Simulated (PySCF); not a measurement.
Si(CCH)(Cl)(H)2 (C₂H₃ClSi), SMILES C#C[SiH2]Cl. Atoms are numbered in the order given.

```xyz
7

Si     0.8181     0.0679     0.0000
Cl    -0.5687     1.5990     0.0000
C     -0.0474    -1.5401     0.0000
C     -0.6142    -2.6165     0.0000
H      1.6512     0.1861    -1.2248
H      1.6512     0.1861     1.2248
H     -1.1175    -3.5676     0.0000
```
Charge 0, spin multiplicity 1.

The structure is a stationary point at PBE0-D3(BJ)/def2-SVP.

Computed with HF/pcSseg-1 (PySCF).

GIAO shieldings, no solvent; atoms alike by connectivity are averaged. δ = σ(ref) − σ: ²⁹Si against TMS (σ = 393.8 ppm); ³⁵Cl against HCl (σ = 958.2 ppm); ¹³C against TMS (σ = 192.6 ppm); ¹H against TMS (σ = 31.99 ppm), references at their B3LYP-D3(BJ)/def2-TZVP geometries, non-relativistic (without spin–orbit terms, shifts of atoms bonded to Cl or Br come out too high).

```json
[
 {"atoms": "Si1", "nucleus": "²⁹Si", "count": "1", "δ (ppm)": "-43.2"},
 {"atoms": "Cl2", "nucleus": "³⁵Cl", "count": "1", "δ (ppm)": "(withheld)"},
 {"atoms": "C4", "nucleus": "¹³C", "count": "1", "δ (ppm)": "(withheld)"},
 {"atoms": "C3", "nucleus": "¹³C", "count": "1", "δ (ppm)": "83.9"},
 {"atoms": "H5, H6", "nucleus": "¹H", "count": "2", "δ (ppm)": "(withheld)"},
 {"atoms": "H7", "nucleus": "¹H", "count": "1", "δ (ppm)": "3.36"}
]
```

Task: Complete the blanks. (Estimate from the structure and the level; the computed values follow.)

Result: 
- H5, H6, δ (ppm): 4.98
- C4, δ (ppm): 113.9
- Cl2, δ (ppm): -59.0
